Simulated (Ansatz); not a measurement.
Mg6S5F2⁻. The state is a doublet with charge -1. Geometry PBE-D4/def2-SVP, that of the neutral singlet; atoms count from 1.

```xyz
13

Mg    1.008    1.247    2.101
S    -1.431    0.488    2.065
S     1.354    2.700    0.176
Mg   -0.857    1.733   -0.191
Mg   -2.539   -0.727    0.111
S    -2.284    0.676   -1.866
S     2.397   -0.714    1.703
Mg    2.107    0.395   -0.554
Mg    0.125   -1.483    1.249
S    -1.241   -2.739   -0.339
Mg   -0.375   -0.986   -1.947
F     1.545   -0.526   -2.231
F     0.192   -0.066   -0.277
```

**Question.** Estimate the Mulliken populations from the PBE0/def2-SVP orbitals of Ansatz.

**Answer.** 
| atom | charge (e) | spin (α − β) |
| --- | --- | --- |
| Mg1 | 0.24 | 0.34 |
| S2 | -0.58 | -0.04 |
| S3 | -0.57 | -0.02 |
| Mg4 | 0.62 | 0.05 |
| Mg5 | 0.24 | 0.34 |
| S6 | -0.57 | -0.02 |
| S7 | -0.57 | -0.02 |
| Mg8 | 0.56 | 0.15 |
| Mg9 | 0.62 | 0.05 |
| S10 | -0.57 | -0.02 |
| Mg11 | 0.56 | 0.15 |
| F12 | -0.49 | 0.00 |
| F13 | -0.47 | 0.00 |
Mulliken values depend strongly on the basis.

**Question.** Where does the spin sit?

**Answer.** Summed by element: Mg 1.10, S -0.10, F 0.00, of 1 unpaired in all. Largest on single atoms: Mg1 0.34, Mg5 0.34, Mg8 0.15.

**Question.** And the Mayer bond orders between heavy atoms (over 0.3)?

**Answer.** Mg1–S2 0.56 (2.55 Å); Mg1–S3 0.73 (2.44 Å); Mg1–S7 0.73 (2.44 Å); S2–Mg4 0.47 (2.64 Å); S2–Mg5 0.56 (2.55 Å); S2–Mg9 0.47 (2.64 Å); S3–Mg4 0.70 (2.44 Å); S3–Mg8 0.66 (2.53 Å); Mg4–S6 0.70 (2.44 Å); Mg5–S6 0.73 (2.44 Å); Mg5–S10 0.73 (2.44 Å); S6–Mg11 0.66 (2.53 Å); S7–Mg8 0.66 (2.53 Å); S7–Mg9 0.70 (2.44 Å); Mg8–F12 0.48 (1.99 Å); Mg9–S10 0.70 (2.44 Å); S10–Mg11 0.66 (2.53 Å); Mg11–F12 0.48 (1.99 Å).
